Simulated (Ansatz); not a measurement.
C2H6AuS, charge +1, singlet, at a GFN2-xTB geometry (such geometries of metal compounds can be far from the true shape) (the multiplicity is a formal guess) (core potentials on Au); PBE0/def2-SV(P) run with Ansatz (a first-principles code).

Input for Ansatz:
Ansatz 0.2 input:
```yaml
crystal:
  periodic: [false, false, false]
  atoms:
    - {symbol: Au, position_ang: [0.15338202, -0.61063034, -0.49698166]}
    - {symbol: C, position_ang: [-1.30989336, 2.22097174, 0.35571194]}
    - {symbol: S, position_ang: [-0.57613050, 0.79881328, 1.21981389]}
    - {symbol: C, position_ang: [0.94499610, 1.57775308, 1.84194046]}
    - {symbol: H, position_ang: [-0.60645716, 2.66865482, -0.33752223]}
    - {symbol: H, position_ang: [-1.60090393, 2.94139267, 1.11705689]}
    - {symbol: H, position_ang: [-2.19621738, 1.87808940, -0.16879704]}
    - {symbol: H, position_ang: [1.49166744, 2.07015413, 1.04538042]}
    - {symbol: H, position_ang: [1.55520877, 0.80797605, 2.30381931]}
    - {symbol: H, position_ang: [0.64699439, 2.30016827, 2.59867746]}
basis:
  gaussian:
    orbitals: def2-SV_P_.json
    final_grid: {core_spheres: 4, valence_spheres: 8, degree: 17}
hamiltonian:
  xc: pbe0
total_charge: 1
```
The basis file holds def2-SV(P) in the JSON format of the Basis Set Exchange.

**Question.** What does Ansatz print? Leave out banner, timings and long lists.

**Answer.** 
```
Functional definition: PBE0
980 factors; integrals over basis functions are off by at most 8.8e-4 eV
mean field evaluation 1: about -16672.3308 eV, gradient 6.4e1 eV
mean field evaluation 2: about -16669.3767 eV, gradient 7.1e1 eV
mean field evaluation 4: about -16681.6872 eV, gradient 3.2e0 eV
mean field evaluation 8: about -16681.9287 eV, gradient 2.5e-1 eV
mean field evaluation 16: about -16681.9289 eV, gradient 4.7e-5 eV
mean field -16681.92890547 eV, -613.0495798585 hartree, gradient 4.7e-5 eV, S^2 0.000000; 0 other end points of the search recorded, 0 dependent functions left out
reference -16681.92893639 eV, -613.0495809948 hartree; 26, 26 occupied and 57, 57 virtual orbitals, 980 factors
Total energy: -16681.92893639 eV, -613.0495809948 hartree
```
